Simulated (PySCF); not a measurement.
## Working out the ionisation energy of Br

Br [Ar] 3d10 4s2 4p5 (2P) → Br⁺ [Ar] 3d10 4s2 4p4 (3P). Calculation: PySCF 2.14, in cc-pVDZ-PP with ECP10MDF; scalar relativity through the core potential. Frozen: 3s2 3p6 3d10. Energies in hartree (1 hartree = 27.21139 eV):

| part | Br (lower) | Br⁺ (upper) |
| --- | --- | --- |
| UHF | -415.473675 | -415.078635 |
| CCSD correlation | -0.106602 | -0.087825 |
| (T) | -0.000906 | -0.000807 |

Task: What does Hartree-Fock give?

Result: (-415.078635) − (-415.473675) = 0.395040 hartree = 10.750 eV.

Task: What do CCSD and CCSD(T) give?

Result: The CCSD correlation energies differ by 0.018777 hartree = 0.511 eV and the triples by 0.000099 hartree = 0.003 eV, so CCSD gives 11.261 eV and CCSD(T) 11.264 eV.

Measured between the centres of the two terms (NIST): 11.844 eV, so CCSD(T) (valence) is off by -0.580 eV.

A double-zeta basis recovers only part of the correlation energy.

What remains against the reference includes basis incompleteness, the frozen core and higher excitations.
